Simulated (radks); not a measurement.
Neutral scandium inside a hard spherical wall (all orbitals vanish at R), configuration held at [Ar] 3d1 4s2 and not refilled when levels cross. Calculated with a radial shooting solver on a logarithmic mesh with Libxc functionals: non-relativistic Kohn-Sham, PBE, spin-polarised, spherical densities, point nucleus; open shells are filled with parallel spins first. Eigenvalues in eV for spin up, with the zero of energy where the potential of the charges vanishes at infinity; a dash marks a level that is unbound or too diffuse for the functional's potential to be trusted. A positive occupied level is held by the wall or, in an anion where self-interaction has pushed it up, behind a barrier. The pressure on the wall is -dE/dV.

| R (bohr) | E (hartree) | kinetic (hartree) | e(3s) | e(3p) | e(4s) | e(3d) | e(4p, empty) | e(5s, empty) | pressure (GPa) |
|---|---|---|---|---|---|---|---|---|---|
| free | -760.39089 | 759.667 | -54.740 | -33.923 | -4.265 | -3.651 | -1.539 | - | 0 |
| 15 | -760.39088 | 759.667 | -54.739 | -33.922 | -4.264 | -3.650 | -1.533 | 0.289 | < 0.0001 |
| 12 | -760.39071 | 759.669 | -54.720 | -33.904 | -4.251 | -3.633 | -1.490 | 0.940 | 0.00319 |
| 8 | -760.37975 | 759.742 | -54.206 | -33.394 | -3.839 | -3.168 | -0.740 | 5.232 | 0.404 |
| 6 | -760.31061 | 760.057 | -52.595 | -31.807 | -2.207 | -1.714 | 1.695 | 14.563 | 5.18 |
| 4 | -759.74605 | 761.931 | -47.078 | -26.450 | 7.293 | 3.767 | 14.042 | 52.105 | 107 |
| 3 | -758.12533 | 766.971 | -39.052 | -18.478 | 29.790 | 13.140 | 40.152 | 119.86 | 834 |
| 2.5 | -755.51939 | 774.934 | -29.813 | -8.799 | 61.106 | 24.677 | 73.853 | 199.60 | 3030 |
| 2 | -748.31737 | 795.417 | -9.251 | 13.364 | 134.93 | 49.747 | 149.01 | 366.53 | 14000 |
| 1.5 | -724.22009 | 855.364 | 50.491 | 76.235 | 337.47 | 112.14 | 344.65 | 779.58 | 91600 |
